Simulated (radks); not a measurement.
Results of a calculation; reference values are marked as such.
Q: The mean radii <r> (bohr) of the occupied orbitals of an atom or ion are listed with their occupations. Level of theory: Dirac Kohn-Sham, BLYP, spin-unpolarised, spherical densities, finite nucleus; Fermi nuclear charge, rms radius of each element as measured or else 0.836 A^(1/3) + 0.57 fm (a radial shooting solver on a logarithmic mesh with Libxc functionals).

orbital  occ.      <r>
1s1/2       2  0.03344
2s1/2       2   0.1453
2p1/2       2   0.1236
2p3/2       4   0.1284
3s1/2       2   0.4021
3p1/2       2   0.3952
3p3/2       4   0.4058
3d3/2       4   0.3810
3d5/2       6   0.3844
4s1/2       2   0.9781
4p1/2       2    1.037
4p3/2       4    1.060
4d3/2       1    1.234
5p1/2       1    2.274

Name the element and its charge.

A: Z = 44, ruthenium, charge +6: Ru6+ in [Kr] 4d(3/2: 1, 5/2: 0) 5p(1/2: 1, 3/2: 0). The 1s radius gives Z: for a bare nucleus <r> = (2 gamma + 1)/(2Z) with gamma = sqrt(1 - (Z/c)^2), 0.03289 bohr for Z = 44, and screening makes it slightly larger (0.03344 here). The occupations add up to 38, and the charge is Z minus that.
